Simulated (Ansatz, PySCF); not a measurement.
Spin states of BrOTa (SMILES [O]=[Ta][Br]), each relaxed with B3LYP-D3(BJ)/def2-TZVP.
State 1 (charge 0, multiplicity 3):
```json
[
 {"atom": "Ta", "x (Å)": "0.5323", "y (Å)": "-0.3218", "z (Å)": "0.3960"},
 {"atom": "O", "x (Å)": "1.2383", "y (Å)": "-0.1024", "z (Å)": "-1.1484"},
 {"atom": "Br", "x (Å)": "-1.8038", "y (Å)": "0.4716", "z (Å)": "0.6820"}
]
```
State 2 (charge 0, multiplicity 1):
```xyz
3

Ta     0.5579    -0.3479     0.4484
O      1.1303    -0.0679    -1.1284
Br    -1.7213     0.4631     0.6097
```

Singlets are restricted, other states unrestricted; no spin–orbit coupling, no relativity up to Kr; see below for the cores. The largest T1 diagnostic is 0.029.

Codes used: Ansatz (a first-principles code); PySCF for the dispersion terms.  In def2 rows elements past Kr take small-core potentials, without spin–orbit coupling.

Question: One of these levels gives 13.36 kcal/mol for the energy of the multiplicity-1 state less that of the multiplicity-3 state. Name it.
(A) CAM-B3LYP/def2-TZVPP
(B) r2SCAN-D3(BJ)/def2-TZVPP
(C) wB97M-V/def2-TZVPP
(D) PBE0-D4/def2-TZVPP

Answer: B, r2SCAN-D3(BJ)/def2-TZVPP. The others give 9.73 (PBE0-D4/def2-TZVPP), 6.31 (CAM-B3LYP/def2-TZVPP), 3.80 (wB97M-V/def2-TZVPP)
